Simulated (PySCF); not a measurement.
# TiCl from Hartree–Fock to correlated methods

State: quartet, unpaired electrons σ ↑, π ↑, δ ↑, a mixture of terms (⟨Lz²⟩ = 4.9). Set-up: PySCF, no relativity, basis sets Ti def2-TZVPPD, Cl def2-TZVPPD. De refers to Ti (3d2 4s2) + Cl in their high-spin ground configurations, without counterpoise correction. The functionals are run spin-unrestricted. A positive dipole means Ti(−)Cl(+). Levels whose curve was spin-contaminated or gave no clean fit are not listed.

| Level | Re (Å) | ωe (cm⁻¹) | De (eV) | μ (D) |
| --- | --- | --- | --- | --- |
| UHF | 2.362 | 378 | n/a | -3.79 |
| UHF-MP2 | 2.275 | 399 | n/a | n/a |
| UHF-SCS-MP2 | 2.298 | 393 | n/a | n/a |
| PBE | 2.245 | 402 | n/a | -3.70 |
| PW91 | 2.244 | 403 | n/a | -3.73 |
| r²SCAN | 2.253 | 406 | n/a | -4.04 |
| r²SCANh | 2.257 | 406 | n/a | -4.21 |
| PBE0 | 2.257 | 405 | n/a | -4.19 |
| BHandHLYP | 2.290 | 398 | n/a | -4.37 |
| M06-2X | 2.292 | 395 | n/a | -3.83 |
| ωB97M-V | 2.276 | 397 | n/a | -4.49 |

The bond length runs from 2.244 Å (PW91) to 2.362 Å (UHF).

Correlated steps freeze 10 core orbitals. De is left out where the level can put another filling of the metal’s s and d shells below the measured ground configuration, by anything from nothing to about 1 eV. With d or f electrons several states lie close, and the lowest PBE0 determinant need not be the measured ground state.

The whole job (state search and all levels along the bond) took about 34 min on 2 threads of Arm Neoverse V1 (shared host), peak memory 7.7 GiB.
